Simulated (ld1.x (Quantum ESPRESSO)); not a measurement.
# P ultrasoft: all-electron and pseudo phase curves

- Element: P
- Generator: ld1.x (Quantum ESPRESSO) 7.5
- Type: ultrasoft
- Functional: PW91
- Relativity: scalar-relativistic
- Frozen core: [Ne]
- Valence charge: 5
- Reference configuration: 3s2 3p1 (charge +2)
- Partial waves: 3s (bound): rcut 1.30, rcutus 1.50 bohr; 3s channel at -1.3 Ry: rcut 1.30, rcutus 1.50 bohr; 3p (bound): rcut 1.30, rcutus 1.45 bohr; 3p channel at -0.85 Ry: rcut 1.30, rcutus 1.45 bohr
- Local potential: all-electron potential smoothed inside 1.25 bohr (lloc = -2)
- Core correction: Bessel-smoothed model core inside 0.70 bohr
- Augmentation charge: built from norm-conserving waves at rcut, not smoothed further

The phase is arctan(r·u′/u) with u = r·R(r), unwrapped; energies in Ry, scanned from -5 to 5 Ry. A pole is an energy at which the radial function vanishes at the test radius. The pseudo phase is shifted by a multiple of π to meet the all-electron one at the reference energy, and phase errors are pseudo minus all-electron; the curves can meet again beyond the range given. Levels narrower than the energy grid can be missing from the lists of poles.

Question: For each channel, where are the poles, and over which energies does the pseudopotential scatter like the atom?

Answer:

```
channel  radius (bohr)  reference energy (Ry)  poles, all-electron  poles, pseudo  unbroken range about the reference energy with phases within 0.05 rad  phase error 1 Ry above the reference energy (rad)
      s           1.65                  -2.50                 2.23           2.29                                                        the whole range                                             -0.000
      p           1.65                  -1.79                 3.22           3.36                                                        the whole range                                             +0.000
```

Phases in the p channel:

```tsv
E (Ry)	all-electron	pseudo
-5.00	1.168	1.165
-4.74	1.145	1.143
-4.48	1.119	1.117
-4.22	1.089	1.087
-3.96	1.053	1.052
-3.70	1.011	1.009
-3.44	0.958	0.957
-3.18	0.894	0.893
-2.92	0.812	0.811
-2.66	0.707	0.707
-2.40	0.570	0.570
-2.14	0.393	0.393
-1.88	0.169	0.169
-1.62	-0.092	-0.092
-1.36	-0.360	-0.360
-1.10	-0.602	-0.602
-0.84	-0.799	-0.799
-0.58	-0.953	-0.953
-0.32	-1.071	-1.070
-0.06	-1.162	-1.161
0.20	-1.234	-1.233
0.46	-1.292	-1.291
0.72	-1.340	-1.338
0.98	-1.379	-1.377
1.24	-1.413	-1.411
1.50	-1.442	-1.439
1.76	-1.468	-1.464
2.02	-1.490	-1.486
2.28	-1.511	-1.506
2.54	-1.529	-1.524
2.80	-1.546	-1.540
3.06	-1.562	-1.555
3.32	-1.576	-1.569
3.58	-1.590	-1.582
3.84	-1.604	-1.594
4.10	-1.616	-1.606
4.36	-1.629	-1.617
4.62	-1.641	-1.628
4.88	-1.653	-1.638
```
